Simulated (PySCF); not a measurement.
Spinor energies of Sn⁺ (tin, charge +1)

Start: [Kr] 4d10 5s1 5p1 6s1; 5s1/2 filled at m_j = +1/2; 5p3/2 filled at m_j = +3/2; 6s1/2 filled at m_j = +1/2. Calculated with PySCF 2.14 in x2c-TZVPall-2c with one added diffuse shell each of s, p, d, f type (9s10p6d3f, 90 functions): generalised Hartree-Fock with the X2C-1e Hamiltonian and a Gaussian nucleus; one run each with spin-orbit coupling (SO) switched off, then screened by Boettger's factors. This is a chosen level, not necessarily the ground level.

```
spinor shell  electrons  ε, spin-free (eV)  ε, screened SO (eV)  weight of nominal j (screened SO)  rms radius, screened SO (bohr)
       1s1/2          2           -29360.5             -29357.9                              1.000                          0.0333
       2s1/2          2            -4536.6              -4536.0                              1.000                           0.136
       2p1/2          2            -4066.9              -4226.9                              1.000                           0.118
       2p3/2          4            -4066.9              -3994.0                              1.000                           0.123
       3s1/2          2            -926.05              -925.93                              1.000                           0.361
       3p1/2          2            -768.78              -798.99                              1.000                           0.354
       3p3/2          4            -768.78              -755.05                              1.000                           0.366
       3d3/2          4            -527.27              -532.57                              1.000                           0.340
       3d5/2          6            -527.27              -523.70                              1.000                           0.343
       4s1/2          2            -173.24              -173.29                              1.000                           0.875
       4p1/2          2            -123.42              -128.92                              1.000                           0.930
       4p3/2          4            -123.42              -121.02                              1.000                           0.959
       4d3/2          4            -48.829              -49.597                              0.967                            1.17
       4d5/2          6            -48.829              -48.432                              0.978                            1.18
       5s1/2          1            -26.851              -26.873                              0.999                            2.39
       5p3/2          1            -17.908              -17.693                              1.000                            2.95
       6s1/2          1             -7.458               -7.470                              0.998                            5.89
```

```
   quantity    spin-free  screened SO
E (hartree)  -6172.35610  -6173.80985
        M_J          5/2          5/2
       ⟨J²⟩        8.772        8.769
       ⟨L²⟩        2.020        2.034
       ⟨S²⟩        3.752        3.769
```

Each row is a mean over spinors that exchange with the open shell spreads, by up to 0.673 eV (4s1/2).

Breit and QED terms are absent; they matter most for the inner s and p1/2 levels.

Densities and radii are taken from the X2C orbitals without a picture-change correction, which distorts them close to the nucleus.

Without spin-orbit coupling the j labels of p, d and f shells carry no meaning; the spin-free column gives the mean over the occupied spinors of each nl shell.
